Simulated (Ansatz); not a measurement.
Geometry optimisation, RKS PBE/STO-3G (Ansatz).

Input file:

```yaml
crystal:
  periodic: [false, false, false]
  atoms:
    - { symbol: Si, position_ang: [0.0, 0.0, 0.0] }
    - { symbol: F, position_ang: [0.0, 0.0, 1.59] }
    - { symbol: Si, position_ang: [2.0935, 0.0, -0.7393] }
    - { symbol: H, position_ang: [2.5508, -1.3762, -0.9079] }
    - { symbol: H, position_ang: [2.1573, 0.6939, -2.0222] }
    - { symbol: H, position_ang: [2.951, 0.6823, 0.2255] }
    - { symbol: Si, position_ang: [-1.0456, 1.8115, -0.7393] }
    - { symbol: H, position_ang: [-2.4302, 1.478, -1.0607] }
    - { symbol: H, position_ang: [-1.0215, 2.8436, 0.2931] }
    - { symbol: H, position_ang: [-0.3743, 2.3069, -1.9374] }
    - { symbol: Si, position_ang: [-1.0456, -1.8115, -0.7393] }
    - { symbol: H, position_ang: [-1.7029, -2.4846, 0.3772] }
    - { symbol: H, position_ang: [-2.0454, -1.4265, -1.7311] }
    - { symbol: H, position_ang: [-0.0777, -2.7173, -1.3511] }
basis:
  gaussian: { orbitals: STO-3G }
hamiltonian:
  xc: pbe
relax:
  f_tol: 0.02
  max_steps: 40
```

Command:

```bash
$ ansatz run input.yaml --threads 1 --pin off --max-ram 2048MiB --backend cpu --events-out ev --progress --plain --runs-dir out
```

Question: Where does it end, and by what steps?

Answer: The run converged. The force dipped under the threshold on the way, but the program's further checks kept it going. Limits of this set-up: minimal basis. After 26 steps the energy has fallen by 0.368 eV; H12 moved furthest, 1.07 Å.

```json
{"step": "0", "energy less start (eV)": "0.0000", "largest force component (eV/Å)": "3.518", "accepted": "yes"}
{"step": "1", "energy less start (eV)": "-0.2462", "largest force component (eV/Å)": "1.706", "accepted": "yes"}
{"step": "2", "energy less start (eV)": "-0.3172", "largest force component (eV/Å)": "0.716", "accepted": "yes"}
{"step": "3", "energy less start (eV)": "-0.3285", "largest force component (eV/Å)": "0.020", "accepted": "yes"}
{"step": "4", "energy less start (eV)": "-0.3341", "largest force component (eV/Å)": "0.012", "accepted": "yes"}
{"step": "5", "energy less start (eV)": "-0.3335", "largest force component (eV/Å)": "0.274", "accepted": "no"}
{"step": "6", "energy less start (eV)": "-0.3386", "largest force component (eV/Å)": "0.056", "accepted": "yes"}
{"step": "7", "energy less start (eV)": "-0.3418", "largest force component (eV/Å)": "0.120", "accepted": "yes"}
{"step": "8", "energy less start (eV)": "-0.3419", "largest force component (eV/Å)": "0.198", "accepted": "yes"}
{"step": "9", "energy less start (eV)": "-0.3463", "largest force component (eV/Å)": "0.169", "accepted": "yes"}
{"step": "10", "energy less start (eV)": "-0.3529", "largest force component (eV/Å)": "0.008", "accepted": "yes"}
{"step": "11", "energy less start (eV)": "-0.3564", "largest force component (eV/Å)": "0.059", "accepted": "yes"}
{"step": "12", "energy less start (eV)": "-0.3517", "largest force component (eV/Å)": "0.310", "accepted": "no"}
{"step": "13", "energy less start (eV)": "-0.3484", "largest force component (eV/Å)": "0.465", "accepted": "no"}
{"step": "14", "energy less start (eV)": "-0.3580", "largest force component (eV/Å)": "0.024", "accepted": "yes"}
{"step": "15", "energy less start (eV)": "-0.3604", "largest force component (eV/Å)": "0.038", "accepted": "yes"}
{"step": "16", "energy less start (eV)": "-0.3597", "largest force component (eV/Å)": "0.202", "accepted": "no"}
{"step": "17", "energy less start (eV)": "-0.3620", "largest force component (eV/Å)": "0.051", "accepted": "yes"}
{"step": "18", "energy less start (eV)": "-0.3631", "largest force component (eV/Å)": "0.057", "accepted": "yes"}
{"step": "19", "energy less start (eV)": "-0.3635", "largest force component (eV/Å)": "0.138", "accepted": "yes"}
{"step": "20", "energy less start (eV)": "-0.3646", "largest force component (eV/Å)": "0.107", "accepted": "yes"}
{"step": "21", "energy less start (eV)": "-0.3660", "largest force component (eV/Å)": "0.004", "accepted": "yes"}
{"step": "22", "energy less start (eV)": "-0.3668", "largest force component (eV/Å)": "0.031", "accepted": "yes"}
{"step": "23", "energy less start (eV)": "-0.3666", "largest force component (eV/Å)": "0.125", "accepted": "no"}
{"step": "24", "energy less start (eV)": "-0.3673", "largest force component (eV/Å)": "0.028", "accepted": "yes"}
{"step": "25", "energy less start (eV)": "-0.3673", "largest force component (eV/Å)": "0.099", "accepted": "no"}
{"step": "26", "energy less start (eV)": "-0.3677", "largest force component (eV/Å)": "0.020", "accepted": "yes"}
```

```xyz
14
Properties=species:S:1:pos:R:3
Si 0.010 -0.073 0.020
F 0.032 -0.262 1.686
Si 2.154 0.054 -0.754
H 2.932 -1.125 -0.402
H 2.160 0.161 -2.207
H 2.858 1.216 -0.231
Si -1.111 1.844 -0.508
H -2.506 1.795 -0.093
H -0.511 3.017 0.113
H -1.093 2.058 -1.948
Si -1.044 -1.862 -0.930
H -2.367 -2.081 -0.362
H -1.216 -1.646 -2.361
H -0.287 -3.096 -0.765
```

Whether the end is a true minimum wasn't checked by a vibrational analysis.

Run time: 62 s on 1 thread of Intel(R) Xeon(R) Platinum 8488C (Sapphire Rapids) (shared host), peak memory 0.14 GiB.
